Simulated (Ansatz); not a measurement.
Total energies of Ga(CO)H3 (CH₃GaO) from Ansatz at r2SCAN-D4/def2-TZVP, gas phase (1 Eh = 27.2114 eV = 2625.5 kJ/mol). The reference geometry is relaxed at PBE0-D4/def2-TZVP.

```xyz
6

Ga    0.282    0.517   -0.625
C    -0.458   -0.806    0.992
O    -0.810   -1.494    1.802
H     1.597    0.923    0.137
H    -0.952    1.491   -0.607
H     0.341   -0.632   -1.699
```

```tsv
state	geometry	energy (Eh)
charge 0 singlet	reference	-2039.92332
charge 1 doublet	reference	-2039.53389
free Ga atom (doublet)	–	-1924.78964
free C atom (triplet)	–	-37.83292
free O atom (triplet)	–	-75.05861
free H atom (doublet)	–	-0.49993
```

Problem. Work out the vertical ionisation energy to the doublet.

Solution. E(charge 1 doublet) − E(charge 0 singlet) = -2039.53389 − (-2039.92332) = 0.38943 Eh = 10.60 eV. For comparison, −ε of the highest occupied level is 7.45 eV at this level, 3.15 eV less.

Problem. What is the binding energy per atom against free atoms?

Solution. Atoms: 1 × (-1924.78964) + 1 × (-37.83292) + 1 × (-75.05861) + 3 × (-0.49993) = -2039.18096 Eh. Binding: -2039.18096 − (-2039.92332) = 0.74236 Eh = 20.20 eV, or 3.37 eV for each of 6 atoms (no zero-point energy, no counterpoise term).
